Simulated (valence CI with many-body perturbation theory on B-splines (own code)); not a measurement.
## Questions on Cd⁸⁺

Method: valence CI with perturbative core correlation (CI+MBPT): four valence electrons over a frozen Dirac-Fock core [Kr], radial functions for each j: 9 s, 9 p, 10 d, 8 f, 5 g, 3 h, 1 i, with the one-electron correlation potential Σ1, the two-electron term Σ2, the three-electron term Σ3, Breit, model QED; selected CI, second order for the rest, scaled by the run's own slope (own B-spline code, finite nucleus).

No measured spectrum was set against this ion. As an estimate, terms of the open shell hold to 2 to 4 % of their energy, and close levels can change places; different configurations can be misplaced against each other by 1,000 to 8,000 cm⁻¹. Core correlation moves these levels by up to 20000 cm⁻¹, and in measured spectra 5 to 20 % of such shifts remained as error; rates that hang on mixing are uncertain with them. The list stops below the first excitations out of the core. Only levels of the ground parity were solved; by the run's estimate the other parity begins above the list, which can be wrong where configurations are misplaced.

Names give the largest LS component (configuration and term), which can be under half, so a name can repeat, a term be missing and a line seem to break the LS rules; names also repeat where a configuration has a term twice.

Rates and lifetimes use the calculated energies. Strong lines usually hold to 10 to 20 %, long lifetimes can be off by a factor of two.

What is the ground level?

4d4 5D_0, composition 89 % 4d4 5D + 10 % 4d4 3P.

How is the term 5D of the ground level split?

J = 0 at 0, J = 1 at 1755, J = 2 at 4093, J = 3 at 6584, J = 4 at 9093 cm⁻¹.

Name the longest-lived excited levels whose lifetime is computed, and their main decay.

4d4 3H_6 at 30010 cm⁻¹ lives 5.73 s, mostly by M1 to 4d4 3H_5; 4d4 5D_1 at 1755 cm⁻¹ lives 3.69 s, mostly by M1 to 4d4 5D_0; 4d4 5D_4 at 9093 cm⁻¹ lives 2.42 s, mostly by M1 to 4d4 5D_3.

What is the ionisation energy?

151.31 eV; NIST lists 150 ± 2.2 eV (theoretical).

How well does LS coupling describe the low levels?

Among the lowest 20 levels the leading LS term, summed over configurations, holds 79 % on average. For single configurations the figures are 78 % in LS and 61 % in jj coupling. Terms mix most in the J = 4 level at 32279 cm⁻¹, where the leading one holds 44 %.
